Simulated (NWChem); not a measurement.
System: CH4CdO; SMILES [CH3][Cd][OH]

Output (shortened):

```
             Northwest Computational Chemistry Package (NWChem) 7.3.0
             --------------------------------------------------------

 C1  symmetry detected

                             Geometry "geometry" -> ""
                             -------------------------

 Output coordinates in angstroms (scale by  1.889725989 to convert to a.u.)

  No.       Tag          Charge          X              Y              Z
 ---- ---------------- ---------- -------------- -------------- --------------
    1 Cd                  48.0000     0.24995927     0.03394847     0.00014602
    2 C                    6.0000    -0.63101030    -1.93251096    -0.00221645
    3 H                    1.0000    -0.36130307    -2.50057192    -0.88838525
    4 H                    1.0000    -1.70381460    -1.73627047     0.01841268
    5 H                    1.0000    -0.36469290    -2.50120376     0.88452385
    6 O                    8.0000    -0.69499447     1.76314939    -0.00105709
    7 H                    1.0000    -0.22221688     2.59839017     0.00019524

 Effective nuclear repulsion energy (a.u.)     236.7163880993

                                Z-matrix (autoz)
                                --------

 Units are Angstrom for bonds and degrees for angles

[...]

      ----------------------
      Optimization converged
      ----------------------

  Step       Energy      Delta E   Gmax     Grms     Xrms     Xmax
  ---- ---------------- -------- -------- -------- -------- --------
@    9    -283.22613138 -7.8D-08  0.00002  0.00001  0.00041  0.00137
                                     ok       ok       ok       ok

                                Z-matrix (autoz)
                                --------

 Units are Angstrom for bonds and degrees for angles

[...]

 Rotational Constants
 --------------------
 A=   4.262887 cm-1  (  6.133206 K)
 B=   0.120222 cm-1  (  0.172968 K)
 C=   0.119593 cm-1  (  0.172064 K)

 Temperature                      =   298.15K
 frequency scaling parameter      =   1.0000

 Zero-Point correction to Energy  =   29.917 kcal/mol  (  0.047676 au)
 Thermal correction to Energy     =   32.977 kcal/mol  (  0.052553 au)
 Thermal correction to Enthalpy   =   33.570 kcal/mol  (  0.053497 au)

 Total Entropy                    =   71.262 cal/mol-K
   - Translational                =   40.826 cal/mol-K (mol. weight = 145.9298)
   - Rotational                   =   22.781 cal/mol-K (symmetry #  =        1)
   - Vibrational                  =    7.654 cal/mol-K

 Cv (constant volume heat capacity) =   14.802 cal/mol-K
   - Translational                  =    2.979 cal/mol-K
   - Rotational                     =    2.979 cal/mol-K
   - Vibrational                    =    8.843 cal/mol-K

[normal modes left out]

 ----------------------------------------------------------------------------
 Normal Eigenvalue ||           Projected Infra Red Intensities
  Mode   [cm**-1]  || [atomic units] [(debye/angs)**2] [(KM/mol)] [arbitrary]
 ------ ---------- || -------------- ----------------- ---------- -----------
    1       -6.636 ||    0.087208           2.012        85.015      44.662
    2       -0.000 ||    0.014749           0.340        14.378       7.554
    3        0.000 ||    0.000125           0.003         0.122       0.064
    4        0.000 ||    0.000004           0.000         0.004       0.002
    5        0.000 ||    0.000211           0.005         0.206       0.108
    6        0.000 ||    0.001015           0.023         0.989       0.520
    7        0.000 ||    0.005754           0.133         5.609       2.947
    8      137.781 ||    0.007103           0.164         6.925       3.638
    9      138.169 ||    0.000341           0.008         0.332       0.174
   10      506.272 ||    0.000281           0.006         0.274       0.144
   11      618.271 ||    0.096807           2.233        94.373      49.578
   12      691.218 ||    0.025529           0.589        24.887      13.074
   13      717.180 ||    0.038920           0.898        37.941      19.932
   14      747.833 ||    0.078048           1.801        76.085      39.971
   15     1187.596 ||    0.000345           0.008         0.336       0.176
   16     1430.877 ||    0.000904           0.021         0.881       0.463
   17     1431.623 ||    0.000531           0.012         0.518       0.272
   18     3067.389 ||    0.008774           0.202         8.554       4.494
   19     3180.674 ||    0.002602           0.060         2.536       1.332
   20     3182.138 ||    0.002859           0.066         2.787       1.464
   21     3900.315 ||    0.037941           0.875        36.987      19.431
 ----------------------------------------------------------------------------

 ===============================================================================
      Negative Nuclear Hessian Mode    1  Eigenvalue =     -6.64 cm**(-1)
 -------------------------------------------------------------------------------
   Raw step length:  0.495 angstroms ;  The Raw step for this mode is:
    1 Cd                  48.0000    -0.00000613    -0.00000167    -0.00391974
    2 C                    6.0000     0.00002923     0.00000105     0.01103046
    3 H                    1.0000     0.11333753    -0.00763296     0.07664882
    4 H                    1.0000    -0.00086506    -0.00001375    -0.12149268
    5 H                    1.0000    -0.11247429     0.00765842     0.07812175
    6 O                    8.0000     0.00001916     0.00002772     0.04501732
    7 H                    1.0000     0.00004240    -0.00027555    -0.43606657

  Geometry after  100.0% step for mode  1; Step length =  0.495 angstroms
   Maximum component (any atom: x,y, or z) displacement:  0.824
    1 Cd                  48.0000    -0.59222107     0.12584449    -0.00272362
    2 C                    6.0000    -0.68216247    -1.96084657     0.01343250
    3 H                    1.0000    -0.07583441    -2.37143439    -0.81737074
    4 H                    1.0000    -1.72929323    -2.29997904    -0.11200108
    5 H                    1.0000    -0.29014977    -2.35563563     0.97078513
    6 O                    8.0000    -0.61916554     2.09781725     0.04506222
    7 H                    1.0000     0.26083637     2.48892807    -0.43622605

  Geometry after -100.0% step for mode  1; Step length =  0.495 angstroms
   Maximum component (any atom: x,y, or z) displacement:  0.824
    1 Cd                  48.0000    -0.59220882     0.12584783     0.00511587
    2 C                    6.0000    -0.68222092    -1.96084867    -0.00862843
    3 H                    1.0000    -0.30250947    -2.35616846    -0.97066839
    4 H                    1.0000    -1.72756311    -2.29995154     0.13098428
    5 H                    1.0000    -0.06520118    -2.37095247     0.81454164
    6 O                    8.0000    -0.61920385     2.09776181    -0.04497241
    7 H                    1.0000     0.26075157     2.48947917     0.43590709

  Geometry after   50.0% step for mode  1; Step length =  0.247 angstroms
   Maximum component (any atom: x,y, or z) displacement:  0.412
    1 Cd                  48.0000    -0.59221801     0.12584532    -0.00076375
    2 C                    6.0000    -0.68217709    -1.96084710     0.00791726
    3 H                    1.0000    -0.13250318    -2.36761791    -0.85569515
    4 H                    1.0000    -1.72886070    -2.29997217    -0.05125474
    5 H                    1.0000    -0.23391262    -2.35946484     0.93172426
    6 O                    8.0000    -0.61917512     2.09780339     0.02255356
    7 H                    1.0000     0.26081517     2.48906585    -0.21819277

  Geometry after  -50.0% step for mode  1; Step length =  0.247 angstroms
   Maximum component (any atom: x,y, or z) displacement:  0.412
    1 Cd                  48.0000    -0.59221188     0.12584699     0.00315599
    2 C                    6.0000    -0.68220631    -1.96084814    -0.00311320
    3 H                    1.0000    -0.24584070    -2.35998495    -0.93234397
    4 H                    1.0000    -1.72799564    -2.29995842     0.07023794
    5 H                    1.0000    -0.12143833    -2.36712326     0.85360251
    6 O                    8.0000    -0.61919427     2.09777567    -0.02246375
    7 H                    1.0000     0.26077277     2.48934139     0.21787380

  Geometry after   24.3% step for mode  1; Step length =  0.120 angstroms
   Maximum component (any atom: x,y, or z) displacement:  0.200
    1 Cd                  48.0000    -0.59221643     0.12584575     0.00024478
    2 C                    6.0000    -0.68218461    -1.96084737     0.00507918
    3 H                    1.0000    -0.16166438    -2.36565399    -0.87541652
    4 H                    1.0000    -1.72863812    -2.29996863    -0.01999526
    5 H                    1.0000    -0.20497353    -2.36143531     0.91162391
    6 O                    8.0000    -0.61918004     2.09779626     0.01097082
    7 H                    1.0000     0.26080426     2.48913674    -0.10599493

  Geometry after  -24.3% step for mode  1; Step length =  0.120 angstroms
   Maximum component (any atom: x,y, or z) displacement:  0.200
    1 Cd                  48.0000    -0.59221346     0.12584656     0.00214746
    2 C                    6.0000    -0.68219879    -1.96084787    -0.00027511
    3 H                    1.0000    -0.21667950    -2.36194887    -0.91262260
    4 H                    1.0000    -1.72821821    -2.29996195     0.03897846
    5 H                    1.0000    -0.15037743    -2.36515278     0.87370286
    6 O                    8.0000    -0.61918934     2.09778280    -0.01088101
    7 H                    1.0000     0.26078368     2.48927050     0.10567597

  Geometry after   12.1% step for mode  1; Step length =  0.060 angstroms
   Maximum component (any atom: x,y, or z) displacement:  0.100
    1 Cd                  48.0000    -0.59221569     0.12584595     0.00072045
    2 C                    6.0000    -0.68218815    -1.96084749     0.00374061
    3 H                    1.0000    -0.17541816    -2.36472771    -0.88471804
    4 H                    1.0000    -1.72853315    -2.29996696    -0.00525183
    5 H                    1.0000    -0.19132450    -2.36236468     0.90214365
    6 O                    8.0000    -0.61918237     2.09779289     0.00550786
    7 H                    1.0000     0.26079912     2.48917018    -0.05307721

  Geometry after  -12.1% step for mode  1; Step length =  0.060 angstroms
   Maximum component (any atom: x,y, or z) displacement:  0.100
    1 Cd                  48.0000    -0.59221420     0.12584636     0.00167179
    2 C                    6.0000    -0.68219525    -1.96084775     0.00106346
    3 H                    1.0000    -0.20292572    -2.36287515    -0.90332108
    4 H                    1.0000    -1.72832319    -2.29996362     0.02423503
    5 H                    1.0000    -0.16402645    -2.36422342     0.88318312
    6 O                    8.0000    -0.61918702     2.09778617    -0.00541805
    7 H                    1.0000     0.26078882     2.48923706     0.05275824
```

Level: PBE0/def2-SVP with def2 effective core potentials on Cd. def2 effective core potentials on Cd; no spin-orbit coupling.

Write an input that gives this output.

One answer among several that fit: the input that was run:
```
start job
memory heap 200 mb stack 900 mb global 1100 mb
geometry units angstroms
  Cd     0.021864     0.113269     0.167523
  C     -0.294664     1.238344    -1.642751
  H     -1.206209     1.828497    -1.603565
  H     -0.364328     0.471915    -2.415783
  H      0.545148     1.888365    -1.872606
  O      0.117101    -1.846363     0.351499
  H      0.262102    -2.268599     1.201110
end
basis spherical
  * library def2-svp
end
ecp
  Cd library def2-ecp
end
dft
  xc pbe0
  iterations 150
end
driver
  maxiter 120
end
task dft optimize
dft
  grid fine
  convergence energy 1d-8 density 1d-7
end
task dft freq numerical
```
